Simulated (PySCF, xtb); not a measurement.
1,1,1-trifluoropropane (C3H5F3), SMILES CCC(F)(F)F.

xtb 6.7.1 with GFN2-xTB at its own geometry gives an orbital gap of 13.41 eV and a dipole moment of 3.21 D.

Geometry optimised at TPSSh-D3(BJ)/def2-SVP.

Q: What does PySCF with r2SCAN/def2-TZVP give? (An estimate is asked for; the answer gives what the named calculation found.)

A: gap 10.18 eV (levels -9.00 and 1.18 eV), dipole 2.35 D.
